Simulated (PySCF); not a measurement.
**Correlation energy of Ti (titanium, neutral)**

[Ar] 3d2 4s1 5s1, high-spin 5F determinant (an excited configuration). All numbers are calculated (PySCF 2.14, the spin-free X2C one-electron Hamiltonian (Gaussian nucleus), in x2c-QZVPPall with one added diffuse shell each of s, p, d, f, g type (12s8p6d4f3g, 121 functions)). Frozen: [Ne]; 12 electrons correlated.

MP2 pair energies summed by pair of shells (mhartree):

| pair | energy | share (%) |
| --- | --- | --- |
| 3p-3p | -123.39 | 43.5 |
| 3p-3d | -71.93 | 25.4 |
| 3s-3p | -36.20 | 12.8 |
| 3p-4s | -15.37 | 5.4 |
| 3s-3d | -12.39 | 4.4 |
| 3s-3s | -7.07 | 2.5 |
| 3d-4s | -6.47 | 2.3 |
| 3d-3d | -5.18 | 1.8 |
| 4s-5s | -2.07 | 0.7 |
| 3p-5s | -1.37 | 0.5 |
| 3s-4s | -1.05 | 0.4 |
| 3d-5s | -0.75 | 0.3 |
| 3s-5s | -0.09 | 0.0 |

Total MP2 correlation energy: -283.33 mhartree.

Same-spin part -85.29 and opposite-spin part -198.04 mhartree; SCS-MP2 scales them by 1/3 and 6/5 to -266.08 mhartree.

This basis was not built for core-valence correlation, so the inner-shell part is incomplete.
